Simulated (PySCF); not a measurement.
H₄OSi, SMILES O[SiH3].

The structure is a stationary point at B3LYP-D3(BJ)/def2-TZVP.

Vertical ionisation energy (IE) and electron affinity (EA) in eV. Rows of orbital energies are one-electron estimates. Where ΔSCF, EOM or ADC give a negative EA the extra electron is unbound and the value depends on the basis.

```tsv
level	IE	EA
−ε(HOMO), −ε(LUMO), HF/def2-TZVPD (PySCF)	12.47	-1.56
−ε(HOMO), −ε(LUMO), CAM-B3LYP/def2-TZVPD (PySCF)	___	___
ADC(2)/aug-cc-pVDZ (PySCF)	10.67	-0.66
```

Question: Some entries are withheld; supply them. (An estimate is asked for; the answer gives what the named calculation found.)

Answer: 
- −ε(HOMO), −ε(LUMO), CAM-B3LYP/def2-TZVPD (PySCF), IE: 10.23
- −ε(HOMO), −ε(LUMO), CAM-B3LYP/def2-TZVPD (PySCF), EA: -0.37

Question: Beyond the first one, list the lowest photoelectron lines from ADC(2)/aug-cc-pVDZ run with PySCF 2.14.0 with their pole strengths (two spins summed). (An estimate is asked for; the answer gives what the named calculation found.)

Answer: 11.61 eV (1.79), 13.14 eV (1.82), 13.25 eV (1.83), 15.93 eV (1.79), 18.94 eV (1.78).
